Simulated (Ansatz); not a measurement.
The Si1–I3 bond of FISi (SMILES F[Si]I) is stretched (multiplicity 1, the rest rigid).
Geometry at rest (charge 0, multiplicity 1):
```xyz
3

Si     0.725     1.019     1.189
F      1.161     2.164     0.144
I     -0.389    -0.637    -0.338
```

Cores are frozen in the correlated methods. Filled d and f shells under p-block atoms count as core.

Run with Ansatz (a first-principles code). Values without a source in brackets are computed. In def2 rows elements past Kr take small-core potentials, without spin–orbit coupling.

Energies above the point at 2.513 Å (the B3LYP-D3(BJ) bond length), FIC-MRCISD+Q on CASSCF(6,4)/def2-TZVPP (kcal/mol): 8.13 at 2.262 Å; 5.59 at 2.765 Å; 72.85 at 8.043 Å.

Take the last value as the depth D of a Morse curve D(1 − e^(−a(R − R₀)))², fit a and R₀ to the two near points, and test it at 3.393 and 4.398 Å.


With D = 72.8, both near points (counted from the curve's value at 2.513 Å) are met by a = 1.22 Å⁻¹ and R₀ = 2.498 Å, so k = 2Da² = 217 kcal/(mol Å²). The curve then gives 32.1 and 59.2 kcal/mol; the level itself gives 33.7 and 65.1, so Morse is off by -1.6 and -6.0.

Doubts at one or more of the structures used: active orbitals that take no part (FIC-MRCISD+Q on CASSCF(6,4)/def2-TZVPP).
